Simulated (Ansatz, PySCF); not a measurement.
This PySCF input computes a r2SCAN/def2-TZVPD energy:

```python
from pyscf import gto, scf, dft

mol = gto.M(
    atom='''
    Se   -0.00000000   -0.00000000   -1.09408869
    Se    0.00000000    0.00000000    1.09408869
    ''',
    basis='def2-tzvpd',
    charge=0,
    spin=2,
    symmetry='D2h',
    verbose=4,
)

mf = dft.UKS(mol, xc='r2scan').density_fit(auxbasis='def2-universal-jkfit')
mf.grids.level = 4
mf.conv_tol = 1e-9
mf.max_cycle = 100
mf.max_memory = 1500
mf.kernel()
if not mf.converged:
    mf = mf.newton()
    mf.kernel(mf.make_rdm1())
mf.analyze()
```

Write an input for the same energy in Ansatz (a first-principles code) and say what it gives.


Ansatz 0.2 input:
```yaml
crystal:
  periodic: [false, false, false]
  atoms:
    - {symbol: Se, position_ang: [-0.00000000, -0.00000000, -1.09408869]}
    - {symbol: Se, position_ang: [0.00000000, 0.00000000, 1.09408869]}
basis:
  gaussian:
    orbitals: def2-TZVPD
hamiltonian:
  xc: {name: r2SCAN}
magnetization: {spin_polarized: true, initial_magnetization: 2}
output: {forces: true}
```
It gives -4803.09536 Eh, and PySCF -4803.09541 Eh, a difference of 0.05 mEh, from the treatment of integrals and grids.
